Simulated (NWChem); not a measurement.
Molecule: SrO; SMILES [O]=[Sr]

Results from NWChem. Structure relaxed at the PBE0-D3(BJ)/def2-TZVP level. def2 effective core potentials on Sr; no spin-orbit coupling.

**Question.** Taking Hartree-Fock/def2-QZVP as the yardstick, which of these has the fewest basis functions while keeping “dipole (D)” within 0.05 D of it: Hartree-Fock/def2-SVPD; Hartree-Fock/def2-TZVPD; Hartree-Fock/def2-TZVP; Hartree-Fock/def2-TZVPP; Hartree-Fock/def2-SVP?

**Answer.** Hartree-Fock/def2-TZVPD.
```json
[
 {"level": "Hartree-Fock/def2-SVP", "basis functions": "37", "dipole (D)": "10.65", "relative time (rough)": "1"},
 {"level": "Hartree-Fock/def2-SVPD", "basis functions": "49", "dipole (D)": "10.92", "relative time (rough)": "1"},
 {"level": "Hartree-Fock/def2-TZVP", "basis functions": "64", "dipole (D)": "10.96", "relative time (rough)": "2"},
 {"level": "Hartree-Fock/def2-TZVPP", "basis functions": "71", "dipole (D)": "10.98", "relative time (rough)": "2"},
 {"level": "Hartree-Fock/def2-TZVPD", "basis functions": "73", "dipole (D)": "11.08", "relative time (rough)": "2"},
 {"level": "Hartree-Fock/def2-QZVP", "basis functions": "106", "dipole (D)": "11.04", "relative time (rough)": "6"}
]
```

The yardstick is one finite set, not the basis-set limit.
